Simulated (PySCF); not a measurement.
```xyz
6
charge 0 multiplicity 2, angstrom
Ru   -0.0187   -0.0039    0.0000
H    -0.0003   -1.7176    0.0000
H     1.5048    0.2951    0.0000
H    -0.2244    1.6064    0.4535
H    -0.2244    1.6064   -0.4535
H     0.8578   -1.4221    0.0000
```

Computed with UPBE0/[Ru def2-TZVP with ECP28, H def2-TZVP], scalar-relativistic core potentials, density fitting, no spin–orbit coupling, PySCF.

This geometry of RuH₅ is a stationary point at this level.

**Question.** What is the point group?

**Answer.** Cs.

**Question.** Is it a minimum?

**Answer.** Yes: all harmonic wavenumbers are real.

**Question.** What are the dipole moment and the gap between the highest occupied and lowest empty levels of either spin?

**Answer.** 1.52 D and 3.72 eV.

**Question.** What is the atomisation energy, with and without zero-point energy?

**Answer.** 1312 kJ/mol without, 1214 kJ/mol with.

Other isomers or separated fragments may lie lower. Other spin states or occupations of the open shell can lie lower.
